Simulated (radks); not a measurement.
Results of a calculation; reference values are marked as such.
Ni2+, configuration [Ar] 3d8. Level of theory: scalar-relativistic Kohn-Sham, PBEsol, spin-unpolarised, spherical densities, finite nucleus; Fermi nuclear charge, rms radius 3.7757 fm; hard spherical wall at 5 bohr (a radial shooting solver on a logarithmic mesh with Libxc functionals).

Unscreened Slater integrals over Kohn-Sham orbitals (cm^-1). Empty in this configuration: 4s.

integral    value
F0(3d,3d)  211810
F2(3d,3d)   96426
F4(3d,3d)   59684
F0(3d,3p)  230600
F2(3d,3p)  107680
G1(3d,3p)  133340
G3(3d,3p)   80472
F0(3d,3s)  235480
G2(3d,3s)  100810
F0(3d,2p)  300010
F2(3d,2p)   56471
G1(3d,2p)   41880
G3(3d,2p)   23788
F0(3d,4s)  108960
G2(3d,4s)   14287
F0(3p,3p)  254630
F2(3p,3p)  126970
F0(3p,3s)  260420
G1(3p,3s)  172220
F0(3p,2p)  347010
F2(3p,2p)   68824
G0(3p,2p)   26587
G2(3p,2p)   27950
F0(3p,4s)  111630
G1(3p,4s)  7407.7
F0(3s,3s)  266740
F0(3s,2p)  355690
G1(3s,2p)   29029
F0(3s,4s)  112120
G0(3s,4s)  5315.5
F0(2p,2p)  930560
F2(2p,2p)  438630
F0(2p,4s)  120070
G1(2p,4s)  2714.3
F0(4s,4s)   88000

Derived for the open shells (J is the average intra-shell exchange parameter used in DFT+U). 3d: Racah B = F2/49 - 5 F4/441 = 1291 cm^-1, C = 35 F4/441 = 4737 cm^-1, C/B = 3.67, F4/F2 = 0.619, J = (F2 + F4)/14 = 11150 cm^-1.
